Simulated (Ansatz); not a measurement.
`F[SiH](F)[SiH](Cl)Cl` + `C=C=N` → `C=C=N[SiH](F)F` + `Cl[SiH2]Cl` at 500 K and 1 bar (cleavage of the Si–Si bond).

Isolated molecules relaxed with PBE0-D4/def2-TZVP in Ansatz; ΔE leaves out vibrations. CCSD(T)/CBS adds triple-zeta CCSD(T) − MP2 to the extrapolated MP2 energy (def2 sets, frozen cores). This one scheme is used for every species. Each species was taken in one conformer, which may not be the lowest.

```tsv
species	CCSD(T)/CBS energy (Eh)	H − E (kJ/mol)	S (J/(mol·K))
`F[SiH](F)[SiH](Cl)Cl`	-1698.73569	124.2	467.7
`C=C=N`	-132.55079	140.3	282.8
`C=C=N[SiH](F)F`	-621.39174	177.5	417.4
`Cl[SiH2]Cl`	-1209.93203	81.5	323.4
```

H − E and S are ideal-gas, rigid-rotor, harmonic terms from PBE0-D4/def2-TZVP, for one conformer and one mirror image of each species. 1 Eh = 2625.50 kJ/mol, R = 8.31446 J/(mol·K).

By hand: ΔE, ΔH, ΔS and ΔG.

ΔE = (-621.39174) + (-1209.93203) − (-1698.73569) − (-132.55079) = -0.03729 Eh = -97.9 kJ/mol. Δ(H − E) = 177.5 + 81.5 − 124.2 − 140.3 = -5.5, so ΔH = -103.4 kJ/mol. ΔS = 417.4 + 323.4 − 467.7 − 282.8 = -9.7 J/(mol·K). ΔG = -103.4 − 500 × (-9.7)/1000 = -98.6 kJ/mol.

By hand: the equilibrium constant, and the temperature at which ΔG would vanish if ΔH and ΔS stayed fixed.

log₁₀ K = −ΔG/(RT ln 10) = 10.3. ΔG = 0 at ΔH/ΔS = 10660 K, far beyond where these terms or the molecules hold.

The number of gas molecules stays the same, so ΔS is small and ΔH decides. A doubt of 5 kJ/mol in ΔE shifts log₁₀ K by 0.5 here. Other conformers and mirror images would add mixing entropy, several J/(mol·K) or more a flexible species. Modes under 60 cm⁻¹, often nearly free rotors, make the harmonic entropy too high. These are equilibria of isolated gas molecules and say nothing of rates. Largest T1 diagnostic: 0.015 (customary marks: 0.02 for closed shells, 0.045 for open ones).
